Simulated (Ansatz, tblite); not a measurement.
Removing and adding an electron: Mg8O8 (started as a model of: 2x2x4 MgO rock-salt block). Total charge 0; singlet. Geometry: r2SCAN-D4/def2-SVP. Ansatz, gas phase; energy differences of separate SCF runs; the oxidised species was run as a doublet alone; the reduced species was run as a doublet alone.

```xyz
16

Mg   -1.6223   -0.8701    2.5741
O     0.0288   -0.8894    1.5732
Mg    1.5432   -0.7508    0.3755
O     3.1043   -0.6351   -0.8106
O    -1.9370    1.0461    2.4188
Mg   -0.3546    1.1693    1.2622
O     1.2174    1.3282    0.1438
Mg    2.6930    1.2471   -1.0989
O    -2.7767   -1.3493    1.0799
Mg   -1.2096   -1.2699   -0.1012
O     0.3210   -1.2293   -1.2856
Mg    1.9227   -0.9502   -2.3270
Mg   -2.9934    0.5732    0.8518
O    -1.5672    0.7905   -0.4314
Mg    0.0210    0.8515   -1.5364
O     1.6095    0.9384   -2.6882
```

The xTB rows come from tblite. HOMO above LUMO, or a gap near zero within one spin, warns that the state may not be the lowest or that an electron is smeared out.

```json
{"level": "GFN1-xTB", "−HOMO (eV)": "11.16", "vertical IE (eV)": "13.60", "−LUMO (eV)": "9.77", "vertical EA (eV)": "7.36", "HOMO–LUMO gap (eV)": "1.39", "IE − EA (eV)": "6.24", "remarks": "–"}
{"level": "GFN2-xTB", "−HOMO (eV)": "11.89", "vertical IE (eV)": "14.23", "−LUMO (eV)": "11.31", "vertical EA (eV)": "9.03", "HOMO–LUMO gap (eV)": "0.58", "IE − EA (eV)": "5.21", "remarks": "–"}
{"level": "PBE-D4/def2-SVP", "−HOMO (eV)": "4.75", "vertical IE (eV)": "6.87", "−LUMO (eV)": "2.38", "vertical EA (eV)": "1.08", "HOMO–LUMO gap (eV)": "2.38", "IE − EA (eV)": "5.79", "remarks": "HOMO above zero (-1 doublet), gap within one spin near zero (+1 doublet)"}
{"level": "PBE0-D4/def2-SVP", "−HOMO (eV)": "6.15", "vertical IE (eV)": "7.54", "−LUMO (eV)": "1.60", "vertical EA (eV)": "0.72", "HOMO–LUMO gap (eV)": "4.54", "IE − EA (eV)": "6.82", "remarks": "HOMO above zero (-1 doublet)"}
```

Relaxing the oxidised species (r2SCAN-D4/def2-SVP) changes its energy by -0.20 eV at PBE-D4/def2-SVP, so the adiabatic ionisation energy to this nearest minimum is 6.67 eV. At PBE0-D4/def2-SVP it is 7.31 eV. The gap within one spin of the relaxed charge 1 doublet nearly closes, so an electron or hole may be smeared out by delocalisation error.     A HOMO above zero means that the electron is unbound at that level or that self-interaction error raises the level; the energy of removing that electron tells which. Raw xTB energy differences between charge states are shifted by several eV; the methods need an empirical correction for them. Sets without diffuse functions give affinities that are too small.
